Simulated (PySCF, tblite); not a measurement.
Isomers of C4H9FO2Si, one GFN2-xTB conformer each. Single-point energies are computed at PBE0/pcSseg-1 (PySCF, gas phase, no added dispersion term), electronic only.

| SMILES | GFN2-xTB relative energy (kcal/mol) |
| --- | --- |
| CO[C@@H](F)[SiH]1COC1 | 41.9 |
| COC[SiH2]O/C=C\F | 0.0 |

Conformers: `[CH3:1][O:2][C@@H:3]([F:4])[SiH:5]1[CH2:6][O:7][CH2:8]1` with C1–O2–C3–F4 68°, O2–C3–Si5–C6 163°; `[CH3:1][O:2][CH2:3][SiH2:4][O:5]/[CH:6]=[CH:7]\[F:8]` with C1–O2–C3–Si4 67°, O2–C3–Si4–O5 162°, C3–Si4–O5–C6 179°, Si4–O5–C6–C7 1°.

Question: What does PBE0/pcSseg-1 give for the same structures?

Answer: 
```tsv
SMILES	PBE0/pcSseg-1 E (Eh)	PBE0/pcSseg-1 (kcal/mol)	GFN2-xTB (kcal/mol)	point group
COC[SiH2]O/C=C\F	-696.97230	0.0	0.0	C1
CO[C@@H](F)[SiH]1COC1	-696.94141	19.4	41.9	C1
```

Both levels put the same isomer lowest. As drawn, the lower has an Si–O bond and a C=C bond outside aromatic rings, which the higher lacks; the higher has a four-membered ring, which the lower lacks.

Question: Which frontier levels, dipoles and rotational constants go with these structures?

Answer: 
```csv
SMILES,"HOMO (eV, PBE0/pcSseg-1)",LUMO (eV),dipole (D),"A, B, C (MHz)"
COC[SiH2]O/C=C\F,-6.92,0.37,1.60,"4578, 733.2, 651.2"
CO[C@@H](F)[SiH]1COC1,-7.13,0.17,2.46,"3661, 911.8, 792.9"
```

Question: What happens when harmonic zero-point energies from GFN2-xTB frequencies are added?

Answer: 
```json
{"SMILES": "COC[SiH2]O/C=C\\F", "ZPE (kcal/mol)": "77.2", "electronic (kcal/mol)": "0.0", "with ZPE (kcal/mol)": "0.0"}
{"SMILES": "CO[C@@H](F)[SiH]1COC1", "ZPE (kcal/mol)": "78.4", "electronic (kcal/mol)": "19.4", "with ZPE (kcal/mol)": "20.6"}
```

The zero-point energies span 1.2 kcal/mol. The order is unchanged.
